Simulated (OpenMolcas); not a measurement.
## Cr4+: moving the ligands

Cr4+ with 4 ligands (chloride) in tetrahedral coordination (Td) at 2.17 Å. Ligand basis ANO-RCC-VDZP.

* Program: OpenMolcas
* Method: SS-CASPT2, IPEA 0.25 Eh, imaginary shift 0.1 Eh (closed shells correlated: 3s 3p and the ligand valence shells)
* Basis: ANO-RCC-VDZP [5s4p2d1f]
* Scalar Hamiltonian: DKH2, point nucleus
* Active space: 2 electrons in 5 orbitals (3d)
* State averaging: 2S+1 = 3 even, 10 roots; 2S+1 = 1 even, 15 roots
* Spin-orbit coupling: state interaction with AMFI integrals over the reference wave functions

Runs around this geometry, states (labels of Td). Energies in cm-1 above the lowest state or level, χT in cm3 K/mol.

```csv
R (Å),Ground state,First state of that spin,First gap with spin-orbit (degeneracies),χT at 300 K,First state of another spin
2.07,3A2,3T2 10490,"7240 (3, 2)",0.970,1E 7260
2.17,3A2,3T2 9200,"7370 (3, 2)",0.964,1E 7400
2.31,3A2,3T2 8460,"7210 (3, 2)",0.959,1E 7270
```

Taking the first state of the same spin as R^-n, n = -ln(8460 / 10490) / ln(2.31 / 2.07) = 2.0 between the shortest and longest distance.

Roots that are degenerate in the reference are averaged as groups; the widest CASPT2 spread within a group is 1800 cm-1 (the 3-fold group of multiplicity 1 near 19500 cm-1 above the lowest state of its run, R = 2.17). Shifts and gaps below about the spread of the groups concerned are not significant. Over all roots computed the reference weight is 0.65 to 0.68 in R = 2.07, 0.64 to 0.67 in R = 2.17, 0.61 to 0.65 in R = 2.31; a low but even weight reflects the number of correlated electrons. Ligand-to-metal charge-transfer states are missing. With no ligand orbital active B as a rule stays too high, so bands that hang on it stand too high and its fall with covalency is understated. With one d shell and no ligand orbital active, 10Dq can be off by a tenth or more. The least metal-like active orbital is 74 % on the metal (Löwdin) and no ligand orbital is active, so the numbers are rough (holds for R = 2.07). The least metal-like active orbital is 76 % on the metal (Löwdin) and no ligand orbital is active, so the numbers are rough (holds for R = 2.17). The least metal-like active orbital is 77 % on the metal (Löwdin) and no ligand orbital is active, so the numbers are rough (holds for R = 2.31). No measured value stands beside these numbers; the geometry is a model, was not optimised and need not be the one that this ion takes.
